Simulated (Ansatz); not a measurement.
The cluster HgS₂, relaxed as a singlet with RKS PBE0-D4/def2-TZVP in Ansatz, starting from the GFN1-xTB geometry. Force threshold 0.02 eV/Å.

In the def2 sets Hg takes a core potential; there is no spin–orbit coupling. The structure comes from a short search, and lower isomers may exist.

Start:

Cartesian coordinates in Å:
```
Hg 0.024 -1.145 0.774
S 1.108 0.463 -0.583
S -1.132 0.681 -0.191
```

```csv
step,energy (eV),largest force component (eV/Å),SCF passes
1,-25838.2869,0.562,19
2,-25838.3140,0.429,56
3,-25838.3289,1.312,35
4,-25838.3564,1.309,25
5 (rejected),-25838.3105,3.865,31
6,-25838.6493,1.218,33
7,-25838.9825,1.762,38
8,-25839.3531,1.673,53
9,-25839.7050,0.955,27
10,-25839.8319,0.184,21
11,-25839.8580,0.087,20
12,-25839.8603,0.009,21
13,-25839.8605,0.011,22
```

Force components are those of the run's own axes.

End:

```tsv
atom	x (Å)	y (Å)	z (Å)
Hg1	0.043	-2.022	1.366
S2	0.904	0.921	-0.845
S3	-0.946	1.101	-0.521
```

Bonds lost: Hg1–S2, Hg1–S3 (atoms count from 1). The end holds 2 separate pieces.

The force fell under the threshold at step 12, but the optimiser went on. No frequencies were taken in this run, so the end may be a saddle point.

Run time 21 s (2 threads of Arm Neoverse V2 on a shared host).
